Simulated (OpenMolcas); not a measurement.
Ru5+ among 4 point charges of -0.98 e arranged as a square (D4h), 2.07 Å from the ion.
```
   2.0700    0.0000    0.0000  -0.98
   0.0000    2.0700    0.0000  -0.98
  -2.0700    0.0000    0.0000  -0.98
   0.0000   -2.0700    0.0000  -0.98
```

| Item | Value |
| --- | --- |
| Program | OpenMolcas 26.06 |
| Method | SS-CASPT2, IPEA 0.25 Eh, imaginary shift 0.1 Eh (closed shells correlated: 4s 4p) |
| Basis | ANO-RCC-VDZP [6s5p3d1f] |
| Scalar Hamiltonian | DKH2, point nucleus |
| Active space | 3 electrons in 5 orbitals (4d) |
| State averaging | 2S+1 = 4 even, 10 roots; 2S+1 = 2 even, 40 roots |
| Spin-orbit coupling | RASSI with atomic mean-field integrals over the reference wave functions |

Question: What is the spin-free ground state (labels of D4, the rotations of D4h)?

Answer: 4E, 2-fold in its orbital part, 99 % from free-ion F terms; it has the highest spin that d3 allows.

Question: Where is the first state of the same spin?

Answer: 4B1 at 685 cm-1 above the ground state.

Question: What are the lowest two levels with spin-orbit coupling?

Answer: A 2-fold level E3/2 with g = 0.17, 1.17, 1.17, then a 2-fold level E1/2 1270 cm-1 above it. Their leading multiplicities are 4 (98 %) and 4 (98 %).

Question: What is χT at 300 K, and how does it compare with the textbook value?

Answer: The lowest level has 2S+1 = 4, for which the spin-only value is χT = S(S+1) / 2 = 1.875 cm3 K/mol (g = 2). The computed 0.190 at 300 K differs by -1.685, through orbital momentum, spin-orbit coupling and any other state in reach.

An orbital doublet at a regular site is open to a Jahn-Teller distortion, which this geometry leaves out. The ground term spreads over less than 5000 cm-1, several times less than with real ligands, so orbital moments are less quenched and χT lies further from the spin-only value than at real sites. Free-ion shares, where given, are those of the reference states; single-state CASPT2 does not remix them. This is an electrostatic model: the charges have no orbitals. No measured value stands beside these numbers.
